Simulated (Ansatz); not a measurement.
Mulliken charges of `O=CB[TeH]` from PBE/def2-TZVPP in Ansatz (PBE0-D4/def2-TZVP geometry).

```
atom   x (Å)   y (Å)   z (Å)  charge (e)
  O1  -1.646   0.260  -0.924      -0.225
  C2  -0.593   0.703  -0.528       0.091
  B3   0.134   0.190   0.770      -0.121
 Te4   1.236  -1.594   0.767       0.183
  H5  -0.099   1.531  -1.098       0.049
  H6   0.112   0.811   1.787       0.035
  H7   0.917  -1.968  -0.818      -0.013
```

**Question.** By hand: the dipole of these point charges (1 e Å = 4.8032 D).

**Answer.** Σ q r = (0.514, -0.180, 0.226) e Å, of length 0.590 e Å = 2.83 D.

**Question.** How does the dipole of the full density compare? (Estimate.)

**Answer.** Computed: (0.500, -0.064, 0.178) e Å, 2.57 D; the point charges give 1.10 times that, at 12° from its direction.

Point charges leave out the atoms' own dipoles, such as those of lone pairs, and Mulliken's split depends on the basis, so the close match here is no proof of good charges.
